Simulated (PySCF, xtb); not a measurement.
C₅H₆BF, SMILES C#CC(=C)B(C)F.

Geometry: PBE0-D3(BJ)/def2-SVP. This is a generated structure with no PubChem entry under its InChIKey; it may be hypothetical. The values are those of a single conformer.

Method: C-PCM-B3LYP/def2-SVP in PySCF 2.14.0.

The values are the electrostatic part of the solvation free energy, E(continuum) − E(gas) at the gas-phase geometry, in a cavity of scaled van der Waals radii (PySCF's table); cavitation and dispersion terms are not included. In vacuum the orbital gap is 5.10 eV. The dipole moment in vacuum is 1.66 D.

Problem. Estimate the values in water (ε = 78.36), tetrahydrofuran (ε = 7.43), acetone (ε = 20.49). (An estimate is asked for; the answer gives what the named calculation found.)

Solution. 
```csv
solvent,ε,ΔG(elec) (kcal/mol),dipole (D),gap (eV)
water,78.36,-4.2,2.37,5.24
tetrahydrofuran,7.43,-3.6,2.26,5.22
acetone,20.49,-4.1,2.34,5.23
```

For comparison, GFN2-xTB/ALPB(water) (xtb, at the GFN2-xTB geometry, all terms of that model) gives -2.5 kcal/mol.
